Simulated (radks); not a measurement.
The numbers below are computed, except where a source is named.
Effect of the nuclear size on the iron ion Fe+, [Ar] 3d6 4s1. Code: a radial shooting solver on a logarithmic mesh with Libxc functionals. Model: Dirac Kohn-Sham, BLYP, spin-unpolarised, spherical densities, finite nucleus; open shells are shared between the two j in proportion to 2j + 1; Fermi nuclear charge, rms radius 3.7377 fm. The rms radius is varied about that value; shifts are against it.

[
 {"rms radius (fm)": "3.0088", "total energy shift (eV)": "-0.0391", "density at nucleus (e/bohr^3)": "1.524e+04", "1s1/2 shift (meV)": "-16.6", "2s1/2 shift (meV)": "-1.50", "2p1/2 shift (meV)": "0.154", "3s1/2 shift (meV)": "-0.215"},
 {"rms radius (fm)": "3.4723", "total energy shift (eV)": "-0.0152", "density at nucleus (e/bohr^3)": "1.515e+04", "1s1/2 shift (meV)": "-6.44", "2s1/2 shift (meV)": "-0.581", "2p1/2 shift (meV)": "0.060", "3s1/2 shift (meV)": "-0.083"},
 {"rms radius (fm)": "3.7377", "total energy shift (eV)": "0", "density at nucleus (e/bohr^3)": "1.51e+04", "1s1/2 shift (meV)": "0.000", "2s1/2 shift (meV)": "0.000", "2p1/2 shift (meV)": "0.000", "3s1/2 shift (meV)": "0.000"},
 {"rms radius (fm)": "3.9732", "total energy shift (eV)": "0.0144", "density at nucleus (e/bohr^3)": "1.506e+04", "1s1/2 shift (meV)": "6.09", "2s1/2 shift (meV)": "0.550", "2p1/2 shift (meV)": "-0.056", "3s1/2 shift (meV)": "0.079"},
 {"rms radius (fm)": "4.5712", "total energy shift (eV)": "0.0546", "density at nucleus (e/bohr^3)": "1.497e+04", "1s1/2 shift (meV)": "23.2", "2s1/2 shift (meV)": "2.09", "2p1/2 shift (meV)": "-0.214", "3s1/2 shift (meV)": "0.300"}
]

Slopes of the eigenvalues against <r^2> in GHz/fm^2, as finite differences over the two radii next to the reference (eigenvalue slopes, not the field-shift constants of lines): 1s1/2 812, 2s1/2 73.4, 2p1/2 -7.52, 3s1/2 10.5.
